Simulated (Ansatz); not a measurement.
Total energies of `FC(F)(F)Oc1ccc(Oc2ccc(Oc3ccc(C(F)(F)F)cc3)cc2)cc1` from Ansatz at PBE-D4/def2-TZVP, gas phase (1 Eh = 27.2114 eV = 2625.5 kJ/mol). The reference geometry is relaxed at PBE-D4/def2-SVP.

```tsv
state	geometry	energy (Eh)
charge 0 singlet	reference	-1593.03625
charge 1 doublet	reference	-1592.76677
charge -1 doublet	reference	-1593.05232
free F atom (doublet)	–	-99.66912
free C atom (triplet)	–	-37.79597
free O atom (triplet)	–	-75.00967
free H atom (doublet)	–	-0.49962
```

Single mean-field runs in def2-TZVP are fitted with def2-universal-jkfit.

Problem. Work out the vertical ionisation energy to the doublet.

Solution. E(charge 1 doublet) − E(charge 0 singlet) = -1592.76677 − (-1593.03625) = 0.26948 Eh = 7.33 eV. For comparison, −ε of the highest occupied level is 5.49 eV at this level, 1.84 eV less.

Problem. Work out the vertical electron affinity, to the doublet.

Solution. E(charge 0 singlet) − E(charge -1 doublet) = -1593.03625 − (-1593.05232) = 0.01607 Eh = 0.44 eV. The basis lacks diffuse functions, which makes affinities too small.

Problem. Give the fundamental gap IE − EA, the Mulliken electronegativity (IE + EA)/2 and the hardness (IE − EA)/2.

Solution. From the values in Eh: IE − EA = 0.26948 − 0.01607 = 0.25341 Eh = 6.90 eV; (IE + EA)/2 = 3.89 eV; (IE − EA)/2 = 3.45 eV. The HOMO–LUMO gap of the same run is 3.43 eV, 3.47 eV smaller than the fundamental gap.

Problem. What is the binding energy per atom against free atoms?

Solution. Atoms: 6 × (-99.66912) + 20 × (-37.79597) + 3 × (-75.00967) + 12 × (-0.49962) = -1584.95857 Eh. Binding: -1584.95857 − (-1593.03625) = 8.07768 Eh = 219.80 eV, or 5.36 eV for each of 41 atoms (no zero-point energy, no counterpoise term).

At PBE-D4/def2-TZVP the highest occupied level of the charge -1 doublet lies above zero (up to 1.23 eV). Energy differences disagree on whether the electron is bound (positive means bound): 0.44 eV (vertical, against the charge 0 singlet, at PBE-D4/def2-TZVP), but -0.36 eV at BHLYP-D4/def2-TZVP.
